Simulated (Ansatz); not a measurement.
`C[SiH2]C(F)(F)F` + `COBCl` → `FC(F)(F)COBCl` + `C[SiH3]`  (formal exchange of groups at a C–Si bond)

Calculated with Ansatz (gas phase, PBE0-D4/def2-TZVP geometries, no zero-point term in ΔE). CCSD(T)/CBS is the MP2 limit (def2-TZVPP, def2-QZVPP) plus CCSD(T) − MP2 in def2-TZVPP, frozen cores. This one scheme is used for every species. DFT in def2-TZVPP. One conformer a species, not always the lowest.

Is it downhill or uphill in electronic energy at CCSD(T)/CBS, and by how much? (An estimate is asked.)

Computed: Nearly level: ΔE = -0.7 kcal/mol.

What do these levels give: LDA (SPW92), B97M-V, CAM-B3LYP-D4, r2SCAN, CCSD/def2-TZVPP, HF/CBS(def2)? (Best estimate.)

Ansatz gave: LDA (SPW92) -1.5, B97M-V -2.3, CAM-B3LYP-D4 -0.5, r2SCAN -0.4, CCSD/def2-TZVPP -2.3, HF/CBS(def2) -3.6 kcal/mol.

Largest T1 diagnostic among the species: 0.012.

From r2SCAN to r2SCAN0 (25 % exact exchange), in def2-TZVPP and without D4, ΔE moves by −1.2 kcal/mol. At CCSD(T), def2-SVP lies −5.3 kcal/mol from the extrapolated value and def2-TZVPP −1.3 kcal/mol. Leaving LDA and LC-ωPBE aside and taking each functional with its dispersion term where it has one, the values, not all of them listed here, spread over 4.6 kcal/mol, from B97M-V to BLYP-D4. LDA lies −2.8 kcal/mol from PBE without D4.
